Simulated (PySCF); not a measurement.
# Pb⁵⁷⁺: ionisation energy

Pb⁵⁷⁺ [Ar] 3d7 [3d3/2^4 3d5/2^3, M_J = 9/2] → Pb⁵⁸⁺ [Ar] 3d6 [3d3/2^4 3d5/2^2, M_J = 4], as a difference of total energies. Calculation: PySCF 2.14, in an uncontracted even-tempered set (15 s from 17 bohr⁻², ratio 2.8; 13 p from 22 bohr⁻², ratio 2.8; 8 d from 22 bohr⁻², ratio 2.8; 3 f from 77 bohr⁻², ratio 3); the two-component X2C-1e Hamiltonian. Correlated levels: [Ne] frozen; the 78 highest virtual spinors dropped. "Screened" scales the spin-orbit matrix elements by Boettger's factors to mimic the two-electron term; Breit and QED terms are absent.

| method | ionisation energy (eV) |
| --- | --- |
| GHF (spin-free) | 5899.3 |
| GMP2 (spin-free) | 5900.2 |
| GHF (screened spin-orbit) | 5865.0 |
| GMP2 (screened spin-orbit) | 5865.1 |

Breit and QED terms and the two-electron picture change are absent.

The spin-free rows relax to the high-spin LS determinant and lack the spin-orbit shift.

The labels give the starting determinants; with spin-orbit coupling the two ends relaxed to ⟨J²⟩ = 24.75, ⟨L²⟩ = 16.31, ⟨S²⟩ = 2.50 and ⟨J²⟩ = 20.00, ⟨L²⟩ = 13.41, ⟨S²⟩ = 2.78.

For comparison: 5862 ± 6 eV (theoretical estimate listed by NIST; NIST Atomic Spectra Database, ionization energies).
